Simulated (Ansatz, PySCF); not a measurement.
This Ansatz (a first-principles code) input computes a r2SCAN/def2-TZVPD energy:

Ansatz 0.2 input:
```yaml
crystal:
  periodic: [false, false, false]
  atoms:
    - {symbol: C, position_ang: [0.00154451, 0.01403660, 0.73374003]}
    - {symbol: Cl, position_ang: [-1.47610556, -0.90211484, -0.06598950]}
    - {symbol: Cl, position_ang: [-0.04223645, 1.72656833, -0.11929504]}
    - {symbol: Cl, position_ang: [1.51779688, -0.82940758, -0.07368253]}
basis:
  gaussian:
    orbitals: def2-TZVPD
hamiltonian:
  xc: {name: r2SCAN}
total_charge: -1
output: {forces: true}
```

**Question.** Write an input for the same energy in PySCF and say what it gives.

**Answer.** 
```python
from pyscf import gto, scf, dft

mol = gto.M(
    atom='''
    C     0.00154451    0.01403660    0.73374003
    Cl   -1.47610556   -0.90211484   -0.06598950
    Cl   -0.04223645    1.72656833   -0.11929504
    Cl    1.51779688   -0.82940758   -0.07368253
    ''',
    basis='def2-tzvpd',
    charge=-1,
    spin=0,
    verbose=4,
)

mf = dft.RKS(mol, xc='r2scan').density_fit(auxbasis='def2-universal-jkfit')
mf.grids.level = 4
mf.conv_tol = 1e-9
mf.max_cycle = 100
mf.max_memory = 1500
mf.kernel()
if not mf.converged:
    mf = mf.newton()
    mf.kernel(mf.make_rdm1())
mf.analyze()
```
It gives -1418.65930 Eh, and Ansatz -1418.65931 Eh, a difference of 0.01 mEh.
